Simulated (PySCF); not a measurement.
Telling isomers of C₆H₇N apart by NMR

All values are calculated (PySCF): GIAO PBE0/pcSseg-1 shieldings, B3LYP/pcJ-1 coupling constants (spin–dipole term left out of most H,H and C,H couplings), PBE0-D3(BJ)/def2-SVP structure. In vacuum, relativity neglected, averaged over atoms made equivalent by symmetry, fast rotation or ring inversion, one computed conformer.

Scale: ¹H (σ = 31.27 ppm), ¹³C (σ = 184.41 ppm) against TMS (reference shieldings calculated alike). Multiplet labels drop J under 1 Hz and among equivalent protons, and merge close values. Unscaled 3J(H,H) run several per cent high. Shifts are as computed. Against solution values, carbons near 30 ppm lie about +2 ppm off and those near 130 ppm about +5 ppm. Of 1211 compounds with measured shifts, 218 miss one by over three times the rms of a fit or turn the order of signals round; such compounds aren't used in these exercises.

(1) Tabulate the signals of `Cc1ccccn1`, `Cc1ccncc1` and their relative energies.

(2) What is the quickest way to tell Cc1ccccn1 from Cc1ccncc1?

Answers

(1) 
| SMILES | carbon types | δC | δH | E rel. (kcal/mol) |
| --- | --- | --- | --- | --- |
| Cc1ccccn1 | 1×C 4×CH 1×CH3 | 163.7, 155.0, 140.9, 127.9, 125.4, 26.7 | 8.63 (dt, 1H), 7.63 (td, 1H), 7.19 (dd, 1H), 7.01 (dd, 1H), 2.66 (s, 3H) | 0.0 |
| Cc1ccncc1 | 1×C 4×CH 1×CH3 | 155.8, 151.1, 129.1, 22.9 | 8.65 (d, 2H), 7.03 (d, 2H), 2.38 (s, 3H) | 1.0 |

Energies are electronic energies at PBE0/pcSseg-1 on these geometries, without zero-point or thermal terms, each for the one conformer computed, which needn't be the lowest.

(2) Count the carbon signals: 6 against 4. The first has a substituted aromatic carbon next to a ring nitrogen (C) at 163.7 ppm, the second a substituted aromatic carbon (C) at 151.1 ppm. Their most deshielded carbons lie at 163.7 and 155.8 ppm.
